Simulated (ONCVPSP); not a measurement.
Potentials for rubidium (Rb) compared

Generated with ld1.x 7.5 (TM, RRKJ, ultrasoft, PAW), atompaw 4.2 or ONCVPSP 4.0.1. The cutoff is in Ry: for ld1.x and atompaw files where the sum of valence levels is converged to 10 mRy in a Bessel basis, for ONCV files where the hardest occupied wave has 1 mHa per electron of residual kinetic energy. The error is the largest all-electron minus pseudo excitation energy over each file’s own four to seven test configurations (ionisations up to +4, promotions, holes and added fractions of an electron), all of which were solved. The labels leave out finer settings (local radius, basis sizes, second energies), which also bear on the numbers. Spin-polarised tests are not counted. The rows are a selection from randomly drawn settings: files with unsolved tests, undetermined cutoffs or missed reference levels are left out.

A true bound ghost makes a file unfit for plane-wave use even where its test errors are small: the radial tests pick states by their node count and pass the ghost by.

```csv
potential,cutoff (Ry),largest error (meV),bound ghosts
"ONCV, PBE, scalar-relativistic, rc 2.10/1.75/1.65 (spd), local d, core correction yes, reference 4s2 4p6 5s1, qcut 6/4/5.3, projectors 2/2/0",85,-17,none
"ONCV, PBE, scalar-relativistic, rc 2.45/1.70/1.70 (spd), local d, core correction yes, reference 4s2 4p6 5s1, qcut 6.4/4.1/5.8, projectors 2/2/0",36,-8.4,s
"ONCV, PBE, scalar-relativistic, rc 2.75/2.05/2.35 (spd), local smoothed, core correction no, reference 4s2 4p6 5s1, qcut 5.2/6.6/4.8, projectors 2/2/2",21,-3.1,none
```

Problem. Fill in the row for Rb: ONCV, PBE, scalar-relativistic, rc 1.90/2.30/2.30 (spd), local smoothed, core correction yes, reference 4s2 4p6 5s1, qcut 5.1/5.9/4.6, projectors 3/2/3.

Solution. cutoff 22 Ry, largest error -14 meV, bound ghosts: none.

Problem. Fill in the row for Rb: ONCV, PBE, scalar-relativistic, rc 2.25/2.10/1.90 (spd), local smoothed, core correction no, reference 4s2 4p6 5s1, qcut 4.1/7.6/4.4, projectors 2/2/2.

Solution. cutoff 27 Ry, largest error -4.4 meV, bound ghosts: none.

Problem. Fill in the row for Rb: ONCV, PBE, scalar-relativistic, rc 1.50/2.75/3.00 (spd), local smoothed, core correction yes, reference 4s2 4p6, qcut 3.8/4.9/2.8, projectors 2/2/2.

Solution. cutoff 114 Ry, largest error -23 meV, bound ghosts: none.
